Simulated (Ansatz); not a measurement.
Reaction (formal exchange of groups at the Si–C bond): `C#C[SiH2]C=O` + `OBCCl` → `O=C[SiH2]BO` + `C#CCCl`

Gas-phase electronic energies from Ansatz, PBE0-D4/def2-TZVP geometries. CCSD(T)/CBS is the MP2 limit (def2-TZVPP, def2-QZVPP) plus CCSD(T) − MP2 in def2-TZVPP, frozen cores. DFT in def2-TZVPP. Each species was taken in one conformer, which may not be the lowest.

```tsv
level	ΔE (kcal/mol)
ωB97M-V	21.0
HF/def2-QZVPP	23.9
MP2/def2-QZVPP	22.1
SCS-MP2/def2-QZVPP	22.1
```

**Question.** What does CCSD(T)/CBS give? (Best estimate.)

**Answer.** Ansatz gave: +20.9 kcal/mol. The listed levels differ from it by 0.1, 3.0, 1.2, 1.2 kcal/mol.

Largest T1 diagnostic among the species: 0.017.

From PBE to PBE0 (25 % exact exchange), in def2-TZVPP and without D4, ΔE moves by +1.1 kcal/mol. In def2-TZVPP, CCSD(T) changes the Hartree–Fock value by −3.3 kcal/mol (the triples alone add −0.5 kcal/mol) and MP2 by −2.0 kcal/mol.
